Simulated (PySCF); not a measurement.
F5HOW, SMILES [OH][W]([F])([F])([F])([F])[F], multiplicity 1.

Geometry optimised at B3LYP-D3(BJ)/def2-SVP. The spin state was assumed, not searched. The isomer is the one that the SMILES or the coordinates give; other isomers of the formula were not compared. The def2 effective core potentials stand for the cores of W; spin–orbit coupling is left out. One conformer was computed; it need not be the lowest.

All values below come from PBE/def2-TZVP (PySCF).

Symmetry labels are those of the subgroup C2v that the program uses (full group C4v).

Computed valence orbital energies around the gap with their symmetry:
```tsv
orbital	symmetry	energy (eV)
HOMO−7	B2	-10.59
HOMO−6	B1	-10.59
HOMO−5	A2	-10.52
HOMO−4	B1	-10.21
HOMO−3	B2	-10.21
HOMO−2	A2	-9.94
HOMO−1	B1	-9.52
HOMO	B2	-9.52
LUMO	A1	-4.62
LUMO+1	B1	-4.41
LUMO+2	B2	-4.41
LUMO+3	A1	-1.12
```
